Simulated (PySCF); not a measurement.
In(OH)2 (H2InO2), SMILES [OH][In][OH], multiplicity 2.

Geometry: B3LYP-D3(BJ)/def2-TZVP. The def2 effective core potentials stand for the cores of In; spin–orbit coupling is left out. One conformer was computed; it need not be the lowest.

Method: TDA-PBE/def2-SVPD in PySCF.

Vertical excitations. Isolated molecule, no solvent.

```json
[
 {"state": "root 1", "energy (eV)": "1.92", "λ (nm)": "646", "f": "0.000", "main pairs": "β HOMO→LUMO 100 %"},
 {"state": "root 2", "energy (eV)": "2.34", "λ (nm)": "530", "f": "0.003", "main pairs": "β HOMO−1→LUMO 99 %"},
 {"state": "root 3", "energy (eV)": "2.97", "λ (nm)": "417", "f": "0.035", "main pairs": "β HOMO−2→LUMO 89 %"},
 {"state": "root 4", "energy (eV)": "3.82", "λ (nm)": "325", "f": "0.075", "main pairs": "α HOMO→LUMO 97 %"},
 {"state": "root 5", "energy (eV)": "3.97", "λ (nm)": "312", "f": "0.017", "main pairs": "α HOMO→LUMO+1 8 %, β HOMO−3→LUMO 82 %"},
 {"state": "root 6", "energy (eV)": "4.75", "λ (nm)": "261", "f": "0.000", "main pairs": "α HOMO−1→LUMO 69 %, β HOMO→LUMO+1 26 %"},
 {"state": "root 7", "energy (eV)": "4.97", "λ (nm)": "250", "f": "0.075", "main pairs": "α HOMO→LUMO+1 75 %, α HOMO−2→LUMO 20 %"},
 {"state": "root 8", "energy (eV)": "5.11", "λ (nm)": "243", "f": "0.090", "main pairs": "α HOMO→LUMO+2 79 %, β HOMO→LUMO+1 16 %"},
 {"state": "root 9", "energy (eV)": "5.17", "λ (nm)": "240", "f": "0.026", "main pairs": "α HOMO−2→LUMO 43 %, α HOMO→LUMO+1 11 %, β HOMO−1→LUMO+1 38 %"},
 {"state": "root 10", "energy (eV)": "5.62", "λ (nm)": "221", "f": "0.000", "main pairs": "α HOMO−3→LUMO 69 %, β HOMO−2→LUMO+1 27 %"}
]
```
Unrestricted roots are not spin-pure.
